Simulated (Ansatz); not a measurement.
BHBrOF, singlet: a trajectory.

in.yaml

```yaml
crystal:
  periodic: [false, false, false]
  atoms:
    - {symbol: B, position_ang: [-0.071514, 0.091143, 0.372203]}
    - {symbol: Br, position_ang: [1.237919, -1.314642, 0.552171]}
    - {symbol: O, position_ang: [-0.507599, 0.516789, -0.821057]}
    - {symbol: H, position_ang: [-0.110399, 0.060269, -1.566465]}
    - {symbol: F, position_ang: [-0.548406, 0.646542, 1.463047]}
basis:
  gaussian: {orbitals: def2-SVP}
hamiltonian: {xc: pbe0, dispersion: d4}
md: {n_steps: 25, timestep: 1.0, temperature: 20000, ensemble: nve, seed: 74, initial_velocities: maxwell_boltzmann}
```

Run by:

```bash
ansatz run in.yaml --threads 2 --pin off --events-out ev --progress --plain --max-ram 4352MiB
```

The run's output (Ansatz 0.2.0):

```
Functional definition: PBE0
  name "PBE0"
  cite "Adamo & Barone, J. Chem. Phys. 110, 6158 (1999) doi:10.1063/1.478522"
  cite "Perdew, Burke & Ernzerhof, Phys. Rev. Lett. 77, 3865 (1996) doi:10.1103/PhysRevLett.77.3865"
  parent pbe
  parameter a = 0.25
  parameter kappa = 0.804
  parameter beta = 0.06672455060314922
  exchange = (1 - a)*pbe_x(kappa = kappa, mu = beta*pi^2/3) + a*exact_x
  correlation = pbe_c(beta = beta)
829 factors; integrals over basis functions are off by at most 3.6e-4 eV
mean field evaluation 1: about -75476.9902 eV, gradient 4.6e1 eV
mean field evaluation 2: about -75472.3144 eV, gradient 6.9e1 eV
mean field evaluation 4: about -75480.5170 eV, gradient 2.6e0 eV
mean field evaluation 8: about -75480.5674 eV, gradient 1.6e-1 eV
mean field evaluation 16: about -75480.5674 eV, gradient 1.1e-5 eV
mean field -75480.56738261 eV, -2773.8596887449 hartree, gradient 1.1e-5 eV, S^2 0.000000; 0 other end points of the search recorded, 0 dependent functions left out
the calculation of the forces begins
reference -75480.56740230 eV, -2773.8596894682 hartree; 29, 29 occupied and 50, 50 virtual orbitals, 829 factors
md step     0: t =     0.00 fs  T = 20000.0 K  F+E_penalty+E_count = -75480.64226159 eV  E_kin = 7.755600 eV  conserved = -75472.88666166 eV  (26 SCF iters)
md step     1: t =     1.00 fs  T = 18424.9 K  F+E_penalty+E_count = -75479.95239836 eV  E_kin = 7.144794 eV  conserved = -75472.80760466 eV  (29 SCF iters, 7 dispersion substeps)
md step     2: t =     2.00 fs  T = 16587.3 K  F+E_penalty+E_count = -75479.22897334 eV  E_kin = 6.432205 eV  conserved = -75472.79676820 eV  (28 SCF iters, 7 dispersion substeps)
md step     3: t =     3.00 fs  T = 15087.1 K  F+E_penalty+E_count = -75478.69540794 eV  E_kin = 5.850488 eV  conserved = -75472.84492021 eV  (29 SCF iters, 7 dispersion substeps)
md step     4: t =     4.00 fs  T = 12608.3 K  F+E_penalty+E_count = -75477.65756934 eV  E_kin = 4.889245 eV  conserved = -75472.76832412 eV  (30 SCF iters, 7 dispersion substeps)
md step     5: t =     5.00 fs  T = 11006.5 K  F+E_penalty+E_count = -75477.02417268 eV  E_kin = 4.268118 eV  conserved = -75472.75605422 eV  (30 SCF iters, 7 dispersion substeps)
md step     6: t =     6.00 fs  T = 10941.7 K  F+E_penalty+E_count = -75477.02222199 eV  E_kin = 4.242976 eV  conserved = -75472.77924623 eV  (31 SCF iters, 7 dispersion substeps)
md step     7: t =     7.00 fs  T = 11682.5 K  F+E_penalty+E_count = -75477.32489158 eV  E_kin = 4.530234 eV  conserved = -75472.79465718 eV  (31 SCF iters, 7 dispersion substeps)
md step     8: t =     8.00 fs  T = 12489.0 K  F+E_penalty+E_count = -75477.64799335 eV  E_kin = 4.842982 eV  conserved = -75472.80501095 eV  (33 SCF iters, 7 dispersion substeps)
md step     9: t =     9.00 fs  T = 12684.7 K  F+E_penalty+E_count = -75477.75687457 eV  E_kin = 4.918878 eV  conserved = -75472.83799656 eV  (31 SCF iters, 7 dispersion substeps)
md step    10: t =    10.00 fs  T = 11160.3 K  F+E_penalty+E_count = -75477.17639847 eV  E_kin = 4.327744 eV  conserved = -75472.84865450 eV  (31 SCF iters, 7 dispersion substeps)
md step    11: t =    11.00 fs  T =  9111.8 K  F+E_penalty+E_count = -75476.21838829 eV  E_kin = 3.533359 eV  conserved = -75472.68502974 eV  (30 SCF iters, 7 dispersion substeps)
md step    12: t =    12.00 fs  T =  9530.6 K  F+E_penalty+E_count = -75476.54389492 eV  E_kin = 3.695773 eV  conserved = -75472.84812173 eV  (31 SCF iters, 7 dispersion substeps)
md step    13: t =    13.00 fs  T =  9444.4 K  F+E_penalty+E_count = -75476.48683116 eV  E_kin = 3.662337 eV  conserved = -75472.82449389 eV  (31 SCF iters, 7 dispersion substeps)
md step    14: t =    14.00 fs  T =  8072.8 K  F+E_penalty+E_count = -75475.91360549 eV  E_kin = 3.130453 eV  conserved = -75472.78315266 eV  (33 SCF iters, 7 dispersion substeps)
md step    15: t =    15.00 fs  T =  6764.4 K  F+E_penalty+E_count = -75475.39450698 eV  E_kin = 2.623100 eV  conserved = -75472.77140706 eV  (32 SCF iters, 7 dispersion substeps)
md step    16: t =    16.00 fs  T =  6090.8 K  F+E_penalty+E_count = -75475.13204311 eV  E_kin = 2.361876 eV  conserved = -75472.77016687 eV  (33 SCF iters, 7 dispersion substeps)
md step    17: t =    17.00 fs  T =  6152.6 K  F+E_penalty+E_count = -75475.15744079 eV  E_kin = 2.385854 eV  conserved = -75472.77158670 eV  (29 SCF iters, 7 dispersion substeps)
md step    18: t =    18.00 fs  T =  6891.8 K  F+E_penalty+E_count = -75475.45155644 eV  E_kin = 2.672493 eV  conserved = -75472.77906298 eV  (31 SCF iters, 7 dispersion substeps)
md step    19: t =    19.00 fs  T =  7901.4 K  F+E_penalty+E_count = -75475.87917497 eV  E_kin = 3.064006 eV  conserved = -75472.81516912 eV  (33 SCF iters, 7 dispersion substeps)
md step    20: t =    20.00 fs  T =  7864.3 K  F+E_penalty+E_count = -75475.90637613 eV  E_kin = 3.049624 eV  conserved = -75472.85675184 eV  (31 SCF iters, 7 dispersion substeps)
md step    21: t =    21.00 fs  T =  7053.6 K  F+E_penalty+E_count = -75475.40657104 eV  E_kin = 2.735249 eV  conserved = -75472.67132156 eV  (32 SCF iters, 7 dispersion substeps)
md step    22: t =    22.00 fs  T =  8414.2 K  F+E_penalty+E_count = -75476.11787670 eV  E_kin = 3.262848 eV  conserved = -75472.85502889 eV  (31 SCF iters, 7 dispersion substeps)
md step    23: t =    23.00 fs  T =  9214.1 K  F+E_penalty+E_count = -75476.39907139 eV  E_kin = 3.573038 eV  conserved = -75472.82603326 eV  (31 SCF iters, 7 dispersion substeps)
md step    24: t =    24.00 fs  T =  8768.1 K  F+E_penalty+E_count = -75476.18348989 eV  E_kin = 3.400106 eV  conserved = -75472.78338436 eV  (31 SCF iters, 7 dispersion substeps)
md step    25: t =    25.00 fs  T =  8558.9 K  F+E_penalty+E_count = -75476.09454016 eV  E_kin = 3.318961 eV  conserved = -75472.77557878 eV  (28 SCF iters, 7 dispersion substeps)
Total energy: -75476.09456213 eV, -2773.6953156238 hartree
Atom 0 at    -0.228633     0.504318     0.248770 Å, force    -2.463651    -0.414713     4.060860 eV/Å
Atom 1 at     1.433503    -1.541606     0.577186 Å, force    -1.971841     2.672789    -0.416816 eV/Å
Atom 2 at    -0.772842     0.880809    -0.847612 Å, force    -1.808260     1.374431    -6.090318 eV/Å
Atom 3 at    -1.250367     1.163718    -1.897060 Å, force     2.866688    -1.711736     5.697361 eV/Å
Atom 4 at    -0.997749     1.000922     1.467976 Å, force     3.377063    -1.920771    -3.251085 eV/Å
Dipole moment:    -0.498113     0.597392    -0.971563 e Å

[the SCF lines of later steps are left out]
```

The lines “mean field evaluation” count trial sets of orbitals through the whole run, from several starts and some on an approximate energy, so they need not fall steadily or lie above the final value.

Hardware: 2 CPU threads of an Arm Neoverse V2, shared host. Wall time about 35 s.


The run ended normally. The set temperature is far above any at which the molecule holds together: the atoms start with that much kinetic energy, which flows into stretching the bonds.